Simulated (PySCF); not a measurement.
# C8H7: g tensor and hyperfine couplings

Compound: C8H7 (doublet state).
SMILES with atom numbers: `[CH:1]#[C:2][C:3]#[C:4][CH2:5][C@H:6]1[CH:7][CH2:8]1` (hydrogens: H9 on C1; H10, H11 on C5; H12 on C6; H13 on C7; H14, H15 on C8)

Structure used (GFN2-xTB), in Å, numbered top down from 1:
```xyz
15
C8H7 angstrom
C      4.2222    1.1967    0.0422
C      3.1235    0.7617    0.2755
C      1.8821    0.2740    0.5326
C      0.7866   -0.1589    0.7981
C     -0.5416   -0.6719    1.0318
C     -1.1940   -1.0467   -0.2971
C     -2.6316   -0.8987   -0.4892
C     -1.7634    0.0315   -1.2102
H      5.1795    1.5727   -0.1593
H     -0.4880   -1.5526    1.6801
H     -1.1403    0.0918    1.5379
H     -0.6828   -1.8637   -0.7957
H     -3.4185   -0.7160    0.2119
H     -1.7258    1.0736   -0.9066
H     -1.6125   -0.0968   -2.2738
```

The hyperfine couplings belong to this conformer and change with its torsions.

Method used: UKS B3LYP, pcH-1 on C H, non-relativistic, mean-field spin-orbit, GIAO (PySCF 2.14.0). Geometry: GFN2-xTB, one conformer, isolated molecule. A GFN2-xTB geometry isn't a minimum of the functional, and hyperfine couplings can be far from their values at a DFT geometry. The SCF solution wasn't tested for stability.

```
g1, g2, g3                      : 2.00217, 2.00278, 2.00302
g_iso                           : 2.00266
Form of g                       : rhombic: the two nearest values differ by 29 % of g3 − g1
⟨S²⟩                            : 0.7531 (exact 0.7500)
α and β electrons               : 28, 27
HOMO–LUMO gap, α and β orbitals : 5.49, 4.72 eV
```

Isotropic coupling and dipolar principal values T1 to T3, in MHz; ρ(0) is the spin density at the nucleus:

```json
{"atom": "C1", "isotope": "13C", "a_iso": "0.8", "T1": "-0.7", "T2": "-0.7", "T3": "1.4", "Mulliken spin population": "0.01", "ρ(0) (bohr⁻³)": "0.0007"}
{"atom": "C2", "isotope": "13C", "a_iso": "-1.4", "T1": "-0.6", "T2": "0.0", "T3": "0.7", "Mulliken spin population": "-0.01", "ρ(0) (bohr⁻³)": "-0.0012"}
{"atom": "C3", "isotope": "13C", "a_iso": "2.4", "T1": "-1.4", "T2": "-1.1", "T3": "2.5", "Mulliken spin population": "0.02", "ρ(0) (bohr⁻³)": "0.0022"}
{"atom": "C4", "isotope": "13C", "a_iso": "8.4", "T1": "-1.9", "T2": "-0.2", "T3": "2.1", "Mulliken spin population": "0.00", "ρ(0) (bohr⁻³)": "0.0075"}
{"atom": "C5", "isotope": "13C", "a_iso": "27.7", "T1": "-2.6", "T2": "-2.6", "T3": "5.2", "Mulliken spin population": "0.02", "ρ(0) (bohr⁻³)": "0.0246"}
{"atom": "C6", "isotope": "13C", "a_iso": "-18.5", "T1": "-4.6", "T2": "0.0", "T3": "4.7", "Mulliken spin population": "-0.03", "ρ(0) (bohr⁻³)": "-0.0164"}
{"atom": "C7", "isotope": "13C", "a_iso": "284.5", "T1": "-75.4", "T2": "-71.4", "T3": "146.8", "Mulliken spin population": "0.97", "ρ(0) (bohr⁻³)": "0.2531"}
{"atom": "C8", "isotope": "13C", "a_iso": "-20.7", "T1": "-5.4", "T2": "-0.4", "T3": "5.8", "Mulliken spin population": "-0.03", "ρ(0) (bohr⁻³)": "-0.0185"}
{"atom": "H9", "isotope": "1H", "a_iso": "-0.8", "T1": "-0.5", "T2": "-0.2", "T3": "0.7", "Mulliken spin population": "0.00", "ρ(0) (bohr⁻³)": "-0.0002"}
{"atom": "H10", "isotope": "1H", "a_iso": "-0.6", "T1": "-2.6", "T2": "-2.0", "T3": "4.6", "Mulliken spin population": "0.00", "ρ(0) (bohr⁻³)": "-0.0001"}
{"atom": "H11", "isotope": "1H", "a_iso": "-2.3", "T1": "-3.9", "T2": "-2.2", "T3": "6.1", "Mulliken spin population": "0.00", "ρ(0) (bohr⁻³)": "-0.0005"}
{"atom": "H12", "isotope": "1H", "a_iso": "75.3", "T1": "-6.4", "T2": "-3.8", "T3": "10.2", "Mulliken spin population": "0.03", "ρ(0) (bohr⁻³)": "0.0169"}
{"atom": "H13", "isotope": "1H", "a_iso": "-15.1", "T1": "-33.7", "T2": "-3.7", "T3": "37.4", "Mulliken spin population": "-0.02", "ρ(0) (bohr⁻³)": "-0.0034"}
{"atom": "H14", "isotope": "1H", "a_iso": "56.7", "T1": "-5.6", "T2": "-2.0", "T3": "7.6", "Mulliken spin population": "0.02", "ρ(0) (bohr⁻³)": "0.0127"}
{"atom": "H15", "isotope": "1H", "a_iso": "88.2", "T1": "-6.5", "T2": "-4.0", "T3": "10.5", "Mulliken spin population": "0.03", "ρ(0) (bohr⁻³)": "0.0197"}
```

The largest Mulliken spin population is on C7 (+0.97). The angles at C7 add up to 324.5°, so it is pyramidal.

Axes: g3 points within 15° of the C7–H13 bond.

Under fast tumbling the dipolar parts average out, and these isotropic splittings remain: 1 × 1H (H15, I = 1/2, 2 lines) with 3.15 mT, 1 × 1H (H12, I = 1/2, 2 lines) with 2.69 mT, 1 × 1H (H14, I = 1/2, 2 lines) with 2.02 mT, 1 × 1H (H13, I = 1/2, 2 lines) with 0.54 mT and 1 × 1H (H11, I = 1/2, 2 lines) with 0.08 mT.

The 13C coupling of C7 (284.5 MHz) shows only in satellite lines or after enrichment, since that isotope makes up about 1.07 % of natural carbon.
